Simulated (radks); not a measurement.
Results of a calculation; reference values are marked as such.
Spherical quantum dot in the effective-mass picture: electrons in a hard-walled sphere of radius 10.8, with a point charge +2 (a donor) at the centre, all in effective atomic units (hartree* = m*/eps^2 hartree, bohr* = eps/m* bohr), one dielectric constant everywhere. Level of theory: non-relativistic Kohn-Sham, r2SCAN, spin-polarised, spherical densities, generalised Kohn-Sham scheme (a radial shooting solver with Libxc functionals). Levels are named by radial order and angular momentum (1s, 1p, 1d, 2s, ...), and open shells are averaged over m.

N = 14, configuration 1s2 1p6 1d(up 4, down 0) 2s2. This is the lowest configuration that the search found (a dilute case). Occupied and some empty levels:

level    occupation  eigenvalue (hartree*)  <r> (bohr*)
1s down           1                0.95508       0.9390
1s up             1                0.95523       0.9401
2s up             1                 1.3191        7.870
1p up             3                 1.3381        7.947
2s down           1                 1.3437        7.721
1p down           3                 1.3646        7.827
1d up             4                 1.3749        8.074
1d down           0                 1.4046        8.001
1f up             0                 1.4276        8.200
1f down           0                 1.4607        8.162
1g up             0                 1.4951        8.318
1g down           0                 1.5314        8.302
2p up             0                 1.6060        5.647
2p down           0                 1.6236        5.756

Energy (hartree*): total 5.50357, kinetic 4.5727, external -9.8798, Hartree 13.586, exchange-correlation -2.7756.
